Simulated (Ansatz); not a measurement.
Input file for Ansatz (a quantum-chemistry and plane-wave program): U-PBE/cc-pVTZ on FHSe (SMILES F[SeH]), a point of a bond scan (R = 3.990 Å).

Ansatz 0.2 input:
```yaml
crystal:
  periodic: [false, false, false]
  atoms:
    - {symbol: Se, position_ang: [-0.11560586, -0.22336041, 0.25952766]}
    - {symbol: H, position_ang: [-2.23233264, -2.19878981, -2.48643171]}
    - {symbol: F, position_ang: [0.53668645, 0.94991721, -0.89627180]}
basis:
  gaussian:
    orbitals: cc-pVTZ
hamiltonian:
  xc: {name: PBE}
magnetization: {spin_polarized: true, initial_magnetization: 0}
```

The head of its log:

```
WARN ansatz: RAYON_NUM_THREADS=1 ignored (pool sized by the plan → 1); use --threads N
Functional definition: PBE
integrals: 0.02 GiB planned
586 factors; their error is unknown
mean field: 0.21 GiB planned
mean field evaluation 1: about -68063.0243 eV, gradient 2.8e1 eV
mean field evaluation 2: about -68040.2257 eV, gradient 7.3e1 eV
```

Problem. What total energy does the run end on?

Solution. -2501.4736 hartree. Its determinant has ⟨S²⟩ = 0.99, a mixture of spin states.
